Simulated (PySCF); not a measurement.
SnOCl2, SMILES [O]=[Sn]([Cl])[Cl]. Geometry optimised at B3LYP-D3(BJ)/def2-SVP. The def2 effective core potentials stand for the cores of Sn; spin–orbit coupling is left out.

All values below come from PySCF with B3LYP-D3(BJ)/def2-SVP.

Harmonic wavenumbers (cm⁻¹): 116, 120, 139, 364, 379, 805. Rotational constants (GHz): 2.857, 2.089, 1.207; symmetry number 2.

**Question.** Work out the zero-point energy and the ideal-gas rigid-rotor harmonic-oscillator thermochemistry at 298.15 K and 1 atm.

**Answer.** ZPE = ½ Σ hcν = ½ × 1922 cm⁻¹ = 2.75 kcal/mol. H − E(el) = 6.89 kcal/mol. Entropy in cal/(mol K): translation 41.87, rotation 26.81, vibration 11.44, total 80.12. G − E(el) = -17.00 kcal/mol. Cp = 17.44 cal/(mol K). Modes under 150 cm⁻¹ make the vibrational entropy uncertain.
